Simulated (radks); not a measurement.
Question: Valence configurations of Cd I (all share [Kr]). Method: scalar-relativistic Kohn-Sham, PBE, spin-polarised, spherical densities, finite nucleus; open shells are filled with parallel spins first (spin-orbit coupling, left out, can overturn this in heavy ions); Fermi nuclear charge, rms radius 4.6087 fm; computed with a radial shooting solver on a logarithmic mesh with Libxc functionals. Order these by energy: 4d10 5s1 5p1; 4d10 5s2; 4d8 5p4; 4d8 5s2 5p2; 4d9 5s2 5p1; 4d7.5 5p4.5; 4d9 5s1 5p2; 4d9.5 5s2 5p0.5; 4d10 5p2.

Answer: From the lowest, in eV above it: 4d10 5s2 0.000; 4d10 5s1 5p1 4.045; 4d9.5 5s2 5p0.5 5.704; 4d10 5p2 9.075; 4d9 5s2 5p1 12.261; 4d9 5s1 5p2 16.485; 4d8 5s2 5p2 27.845; 4d8 5p4 40.858; 4d7.5 5p4.5 51.332. NIST lists [Kr] 4d10 5s2 as the ground configuration; this level of theory agrees among the configurations tried. The energies are those of spherical high-spin densities, not of single terms.
